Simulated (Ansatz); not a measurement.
## Isomers

Structures of AlH4SeO (charge +1), closed shell, relaxed at PBE0-D4/def2-TZVP (vibrations not checked; lower isomers may exist, and structures with a doubtful reference or unclear bonds are left out). Program: Ansatz 0.2.0. Basis: def2-TZVPP. Cores are frozen in the correlated methods. Filled d shells of the heavier atoms are correlated. The def2 sets are not built for correlating such inner shells, so the correlated values are less sure here. B3LYP uses VWN-RPA correlation.

(1) Rank them by CCSD(T) energy, lowest first, and give each one's height above the lowest. Links in brackets join atoms within 1.22 times the sum of their covalent radii (1.1 for two metals). (Judge from chemistry; the value comes from the calculation.)
A.
AlH₄SeO ([OH]1[AlH2][SeH]1), total charge +1
```
7
angstrom
Al -0.9104 0.4895 -0.6152
O 0.1811 -0.9144 0.0845
Se 0.9810 0.2543 1.2962
H -2.2525 0.5046 0.1782
H -0.1674 1.0515 -1.8626
H -0.0149 -1.7828 0.4682
H 2.1830 0.3973 0.4507
```
B.
AlH₄SeO ([OH2][AlH][SeH]), total charge +1
```
7
angstrom
Al 0.1196 0.4927 -0.5087
O 0.2296 -1.3834 -0.3700
Se 1.2205 1.5918 1.1344
H -0.1949 -1.9781 -1.0069
H -0.7429 0.7279 -1.7808
H 0.6879 -1.9028 0.3061
H 1.6574 0.3266 1.7493
```
C.
AlH₄SeO ([AlH2][O][SeH2]), total charge +1
```
7
angstrom
O -0.2403 -0.3972 -0.0035
Se -0.1963 0.0573 -1.6446
Al 0.4347 0.3821 1.4585
H -1.6285 -0.1755 -1.9751
H 0.1745 -1.2608 -2.2273
H 0.1063 -0.4588 2.7283
H 1.1809 1.7079 1.0811
```

(2) Do PBE-D4, r2SCAN-D4, PBE0-D4, B3LYP-D4, wB97M-V, HF, MP2 give the same order? (Judge from chemistry; the calculation decides.)

T1 diagnostic: at most 0.012.

For scale, one of the runs: CCSD(T)/def2-TZVPP, 177 basis functions, launched by `ansatz run in.yaml --threads 2 --pin off --events-out ev --progress --plain --max-ram 4352MiB`. Time: 52 s of wall clock on 2 CPU threads of an Arm Neoverse V2; the host was shared. Peak host memory: 1.6 GiB.

## Answers

(1) Computed: B (0.000 eV), A (2.421 eV), C (2.655 eV). Heights count from the lowest.

(2) Computed: All do.
